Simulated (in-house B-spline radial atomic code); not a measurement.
Results of a calculation; reference values are marked as such.
Ghost states of the separable form: Ta

Ta, [Xe] 4f14 5d3 6s2, non-relativistic LDA (VWN5) (a model for so heavy an element), spherical and spin-unpolarised, from a B-spline radial code for spherical atoms (atomic units; all potentials screened as in the neutral atom).

Troullier-Martins channels: 6s (ε = -0.1748, r_c = 3.112 bohr), 5d (ε = -0.1825, r_c = 1.828 bohr), 4f (ε = -1.1993, r_c = 1.654 bohr). In the Kleinman-Bylander form one channel serves as the local potential, and each other channel l becomes |δV u><u δV|/<u|δV|u>, with δV = V_l − V_local and u the pseudo-orbital. Its strength is E_KB = <u|δV²|u>/<u|δV|u>. By the analysis of Gonze, Stumpf and Scheffler a spurious state lies below the reference level ε if E_KB > 0 and ε is above the second level of the local potential alone, or if E_KB < 0 and ε is above its first. The table's levels are those of angular momentum l in a sphere of 9 bohr, whose wall can lift a shallow ε a little above its free-atom value.

```
local  channel  <u δV u>  <u δV² u>        ε  first local level  second local level
    s        d   -1.6642     6.1088  -0.1824             0.0616              0.3128
    s        f   -19.209     476.77  -1.1993             0.1935              0.4946
    d        s   0.16965    0.40411  -0.1735            -3.2064             -0.4800
    d        f   -13.338     271.62  -1.1993             0.1891              0.4581
    f        s   0.17662     1.1554  -0.1735           -27.2707             -9.3179
    f        d  0.085609     7.0457  -0.1824            -9.7645              0.0095
```

Task: Apply the rule to each row.

Result: Local s, channel d: E_KB = -3.67, so ε = -0.1824 is set against 0.0616: no ghost. Local s, channel f: E_KB = -24.8, so ε = -1.1993 is set against 0.1935: no ghost. Local d, channel s: E_KB = +2.38, so ε = -0.1735 is set against -0.4800: a ghost. Local d, channel f: E_KB = -20.4, so ε = -1.1993 is set against 0.1891: no ghost. Local f, channel s: E_KB = +6.54, so ε = -0.1735 is set against -9.3179: a ghost. Local f, channel d: E_KB = +82.3, so ε = -0.1824 is set against 0.0095: no ghost.

Diagonalising the separable Hamiltonian gives:

| local | channel | three lowest levels | all-electron, two lowest valence levels |
| --- | --- | --- | --- |
| s | d | -0.1824, 0.1151, 0.4320 | -0.1824, 0.1130 |
| s | f | -1.1993, 0.1937, 0.4962 | -1.1993, 0.1898 |
| d | s | -1.8912, -0.1735, 0.1122 | -0.1735, 0.1132 |
| d | f | -1.1993, 0.1901, 0.4681 | -1.1993, 0.1898 |
| f | s | -23.8415, -7.3844, -0.1735 | -0.1735, 0.1132 |
| f | d | -0.1824, 0.1132, 0.4202 | -0.1824, 0.1130 |

Task: Which choices of local channel are safe?

Result: Free of ghosts: s. With d local the s channel has a ghost 1.72 hartree below ε, since the local potential binds more than one state below ε, and a repulsive term of rank one raises each level at most to the next, so it clears only one of them. With f local the s channel has two ghosts, the lowest 23.67 hartree below ε, since the local potential binds more than one state below ε, and a repulsive term of rank one raises each level at most to the next, so it clears only one of them. Among the safe choices the second level, which tests transfer, is off by at most 3.9 millihartree (s local).
